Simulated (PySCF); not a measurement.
PySCF input:

```python
from pyscf import gto, scf, dft

mol = gto.M(
    atom='''
    Br   -0.00000000   -0.00000000   -0.03957855
    H     0.00000000    0.00000000    1.38524928
    ''',
    basis='def2-tzvpd',
    charge=0,
    spin=0,
    verbose=4,
)

mf = dft.RKS(mol, xc='pw6b95').density_fit(auxbasis='def2-universal-jkfit')
mf.grids.level = 3
mf.conv_tol = 1e-9
mf.max_cycle = 100
mf.max_memory = 1500
mf.kernel()
if not mf.converged:
    mf = mf.newton()
    mf.kernel(mf.make_rdm1())
mf.analyze()
```

Question: Predict the final energy.

Answer: -2575.88957 Eh (PW6B95/def2-TZVPD).
